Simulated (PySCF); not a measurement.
BrGeH, neutral, multiplicity 1.

```xyz
3

Ge     0.0508    -1.2017     0.0000
H     -1.5425    -1.3287     0.0000
Br    -0.0024     1.1366     0.0000
```

Coordinates come from a PBE0-D3(BJ)/def2-TZVP optimisation.

All values below come from HF/pcSseg-2 (PySCF). Non-relativistic, no solvent.

**Question.** Give the absolute GIAO shielding of each atom: isotropic value and principal components (ppm). (Estimate from the structure and the level; the computed values follow.)

**Answer.** 
```json
[
 {"atom": "Ge1", "σ(iso)": "382.3", "σ11": "-1510.7", "σ22": "1157.7", "σ33": "1499.9", "span": "3010.6"},
 {"atom": "H2", "σ(iso)": "21.5", "σ11": "17.6", "σ22": "18.9", "σ33": "27.8", "span": "10.2"},
 {"atom": "Br3", "σ(iso)": "1912.6", "σ11": "488.8", "σ22": "2064.0", "σ33": "3184.9", "span": "2696.2"}
]
```
